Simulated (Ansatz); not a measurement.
The C4–H7 bond of C2H6Zn (SMILES C[CH2][ZnH]) is stretched (multiplicity 1, the rest rigid).
Geometry at rest (charge 0, multiplicity 1):
```tsv
atom	x (Å)	y (Å)	z (Å)
Zn	-0.1040	0.1481	0.8335
H	-0.3450	0.8644	2.1845
C	0.2022	-0.7601	-0.8850
C	0.1842	0.1511	-2.1212
H	-0.5549	-1.5440	-0.9868
H	1.1618	-1.2826	-0.8191
H	0.9537	0.9247	-2.0678
H	-0.7747	0.6615	-2.2367
H	0.3601	-0.4128	-3.0427
```

Cores are frozen in the correlated methods.

The values were computed with Ansatz (an electronic-structure program). Each number belongs to the level named beside it.

FIC-MRCISD+Q on CASSCF(2,2)/def2-SVP, total energies (hartree):

```csv
R (Å),CASSCF,MRCISD,weight c² of the reference
1.092,-1856.712502,-1857.245795,0.88620
1.912,-1856.614874,-1857.138811,0.88659
3.496,-1856.555227,-1857.074702,0.88737
```

Question: Add the Davidson correction (E_MRCISD − E_CASSCF)(1 − c²)/c² and give the energies above the first point at the three levels.

Answer: 
Corrections (hartree): -0.068481, -0.067019, -0.065933. Above the first point (kcal/mol):
- R = 1.912 Å: CASSCF 61.3, MRCISD 67.1, with the correction 68.1
- R = 3.496 Å: CASSCF 98.7, MRCISD 107.4, with the correction 109.0
